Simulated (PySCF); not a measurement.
Electron correlation in Ru³⁺ (ruthenium, charge +3)

Starting occupation: [Kr] 4d5, 4d5/2 with m_j = -3/2, -1/2, +1/2, +3/2, +5/2. Computed with PySCF 2.14 in x2c-TZVPall-2c (8s9p7d1f, 77 functions), with X2C-1e with screened-nucleus spin-orbit coupling, Gaussian nucleus. Frozen: [Ar] 3d10; 13 electrons correlated; the 6 highest virtual spinors left out.

MP2 pair energies summed by pair of shells (mhartree):

| pair | energy | share (%) |
| --- | --- | --- |
| 4d-4p | -122.79 | 44.9 |
| 4p-4p | -62.29 | 22.8 |
| 4d-4d | -47.52 | 17.4 |
| 4p-4s | -23.76 | 8.7 |
| 4d-4s | -13.21 | 4.8 |
| 4s-4s | -3.67 | 1.3 |

Total MP2 correlation energy: -273.24 mhartree.

The GHF reference relaxed away from the jj start to a determinant that is no pure jj level (⟨S²⟩ = 8.73, ⟨J²⟩ = 8.75); the energies belong to that determinant.

This basis was not built for core-valence correlation, so the inner-shell part is incomplete.
